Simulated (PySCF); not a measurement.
## C₆ coefficients of unlike pairs at UHF

Calculated with PySCF 2.14 from the dipole response of each species, C₆(A,B) = (3/π) ∫ α_A(iu) α_B(iu) du, in atomic units, from isotropic polarisabilities. For ions this is the dispersion term alone; charge-induced terms of lower order in 1/R come first.

```tsv
species	configuration	basis	relativity	α (bohr³)	C₆ (like pair)
Pd⁺	[Kr] 4d9 (2D)	aug-cc-pVDZ-PP with ECP28MDF (5s5p4d2f)	core potential	9.069	51.79
Ga⁺	[Ar] 3d10 4s2 (1S)	aug-cc-pVTZ-PP with ECP10MDF (6s5p4d2f)	core potential	21.14	109.9
Se³⁺	[Ar] 3d10 4s2 4p1 (2P)	aug-cc-pwCVTZ-PP with ECP10MDF (8s7p6d4f1g)	core potential	6.945	24.94
Ir²⁺	[Xe] 4f14 5d7 (4F)	def2-QZVPPD with the def2 core potential (60 electrons) (7s5p4d4f2g)	core potential	9.434	60.33
```

**Question.** Estimate C₆ for Se³⁺ with Ga⁺.

**Answer.** The integral gives 49.18. The combination rule 2 C_A C_B / (C_A α_B/α_A + C_B α_A/α_B) gives 48.93 and the geometric mean 52.35.

No spin-orbit coupling is included.

The other pairs:

```
      pair     C₆
  Ga⁺, Pd⁺  66.95
 Se³⁺, Pd⁺  35.43
Ir²⁺, Se³⁺  38.30
 Ir²⁺, Pd⁺  55.86
 Ir²⁺, Ga⁺  72.12
```
